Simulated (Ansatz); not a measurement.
The same hydrogenolysis along the group Cl, Br, I.

Computed with Ansatz on PBE0-D4/def2-TZVP structures; ΔE is electronic, products minus reactants. CCSD(T)/CBS is the MP2 limit (def2-TZVPP, def2-QZVPP) plus CCSD(T) − MP2 in def2-TZVPP, frozen cores. This one scheme is used for every species. Functionals use def2-TZVPP. def2 core potentials past Kr. For Br, I outer-core shells are correlated without core-valence functions, which leaves a few kJ/mol of doubt a bond. Scalar relativity is left out up to krypton.

```
                                reaction  CCSD(T)/CBS(def2) (eV)
`ClB1C[SiH2]1` + H₂ → `B1C[SiH2]1` + HCl                    0.65
`BrB1C[SiH2]1` + H₂ → `B1C[SiH2]1` + HBr                       ?
  `IB1C[SiH2]1` + H₂ → `B1C[SiH2]1` + HI                    0.57
```

Q: Fill in the missing values. (Estimate.)

A: The calculation gave: `BrB1C[SiH2]1` + H₂ → `B1C[SiH2]1` + HBr: +0.63 eV.

Largest T1 diagnostic: 0.014, for `B1C[SiH2]1`.
